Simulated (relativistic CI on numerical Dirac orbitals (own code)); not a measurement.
**Pt2+: 5d valence photoemission**

Computed with this model: Dirac-Coulomb-Breit CI, separate exchange-only KLI orbitals for each configuration, model QED, valence Slater integrals scaled by 0.8, multiplet model of photoemission in the sudden approximation; configurations [Xe] 4f14 5d8 → [Xe] 4f14 5d7; 300 K; Lorentzian 0.21 eV and Gaussian 0.5 eV FWHM. Energies are those of the free ion, without screening or charge transfer. The energies are binding energies and can lie tens of eV above those of solids. S is read from ⟨S²⟩ = S(S + 1).

Field parameters in Wybourne normalisation: D3d B²₀ = −7Dσ, B⁴₀ = −14Dq − 21Dτ, B⁴₃ = −14√(10/7) Dq; D4h B²₀ = −7Ds, B⁴₀ = 21(Dq − Dt), B⁴₄ = 21√(5/14) Dq; Oh B⁴₀ = 21Dq, B⁴₄ = √(5/14) B⁴₀; Td as Oh with Dq negative (B⁴₀ = 21Dq, B⁴₄ = √(5/14) B⁴₀). The field is a parameter set, without covalency.

free ion: ground-state S = 0.97, centroid 30.60 eV. Peaks (eV, height): 29.1 (100), 30.3 (71), 31.2 (79), 31.9 (66).

Oh, 10Dq = 41000 cm⁻¹: ground-state S = 1.00, centroid 31.34 eV. Peaks (eV, height): 28.3 (92), 31.3 (88), 32.1 (100), 33.4 (78).

D3d, 10Dq = 34700, Dσ = 610, Dτ = -310 cm⁻¹: ground-state S = 0.99, centroid 31.20 eV. Peaks (eV, height): 28.7 (94), 30.9 (88), 31.8 (100), 33.0 (80).

Td, 10Dq = -8300 cm⁻¹: ground-state S = 0.98, centroid 30.69 eV. Peaks (eV, height): 29.1 (83), 29.6 (81), 31.3 (100).

D4h, 10Dq = 24450, Ds = 2600, Dt = 930 cm⁻¹: ground-state S = 0.49, centroid 30.84 eV. Peaks (eV, height): 28.8 (91), 30.3 (96), 31.2 (90), 31.8 (100), 34.0 (8).

Oh, 10Dq = 23100 cm⁻¹: ground-state S = 0.99, centroid 31.00 eV. Peaks (eV, height): 29.4 (98), 30.4 (92), 31.3 (100), 32.5 (87).

Strongest unbroadened transitions for Oh, 10Dq = 41000 cm⁻¹:

```csv
Energy (eV),Relative strength
28.25,100.0
31.12,33.4
31.39,66.5
32.10,33.2
32.14,66.6
32.80,5.2
33.35,53.0
33.49,28.1
33.89,8.8
34.16,5.2
35.62,0.2
36.38,0.2
37.68,0.5
37.69,0.3
37.89,0.5
38.30,0.1
38.36,0.2
41.37,0.5
```
